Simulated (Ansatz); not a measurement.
Be₅S₄⁺. Charge 1, multiplicity 2. Geometry PBE-D4/def2-SVP, basis def2-TZVP, Ansatz.

```
atom    x (Å)    y (Å)    z (Å)
 Be1   1.1613  -0.7865   0.8741
 Be2  -0.4703  -3.2647   0.5576
 Be3  -1.5542  -0.5093   0.2045
 Be4   1.6280   1.4100  -0.3863
 Be5  -0.9699   1.6714  -1.0304
  S6   0.4113   2.8665  -0.5021
  S7  -0.5551  -1.4977   1.6424
  S8   2.6604  -0.1936  -0.0654
  S9  -2.3115   0.3039  -1.2944
```

| run | HOMO (eV) | LUMO (eV) |
| --- | --- | --- |
| A | -9.83 | -7.72 |
| B | -10.13 | -7.53 |
| C | -9.64 | -8.36 |
| D | -13.69 | -3.93 |
| E | -10.90 | -6.98 |

Another isomer (doublet) lies 1.03 eV lower at PBE0-D4/def2-TZVP; other spin states weren't run for this one.

HOMO and LUMO are taken over both spins.

Question: The runs used B97M-V, HF, PBE, PBE0, r2SCAN. Estimate which is which.

Answer: A PBE (0 % exact exchange); B r2SCAN (0 % exact exchange); C B97M-V (0 % exact exchange); D HF (100 % exact exchange); E PBE0 (25 % exact exchange). Exact exchange lowers occupied and raises empty levels; among semilocal functionals meta-GGAs tend to open the gap a little, and such runs are hard to tell apart. The gap grows from 1.28 eV (B97M-V) to 9.76 eV (HF).
